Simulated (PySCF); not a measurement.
1,3-dithiane (C4H8S2), SMILES C1CSCSC1.

Geometry optimised at PBE-D3(BJ)/def2-SVP. Other conformers were not sampled.

Calculation: TDA-PBE/def2-SVPD run with PySCF.

Vertical excitations. The molecule is in vacuum. State labels are in the subgroup Cs.

```tsv
state	symmetry	energy (eV)	λ (nm)	f	main pairs
S1	A"	4.60	269	0.015	HOMO→LUMO 97 %
S2	A'	4.88	254	0.001	HOMO−1→LUMO 98 %
S3	A"	5.07	245	0.034	HOMO→LUMO+1 98 %
S4	A'	5.18	240	0.001	HOMO→LUMO+2 97 %
S5	A"	5.40	230	0.000	HOMO→LUMO+3 87 %
S6	A'	5.44	228	0.018	HOMO−1→LUMO+1 99 %
S7	A"	5.58	222	0.002	HOMO−1→LUMO+2 74 %, HOMO→LUMO+5 15 %
S8	A'	5.65	220	0.011	HOMO→LUMO+4 88 %
S9	A"	5.69	218	0.064	HOMO→LUMO+5 83 %
S10	A'	5.84	212	0.065	HOMO−1→LUMO+3 86 %
T1	A"	4.16	298	0	HOMO→LUMO 99 %
T2	A'	4.56	272	0	HOMO−1→LUMO 97 %
T3	A'	4.90	253	0	HOMO→LUMO+2 95 %
T4	A"	4.98	249	0	HOMO→LUMO+1 99 %
```
Triplets are in the Tamm–Dancoff approximation.
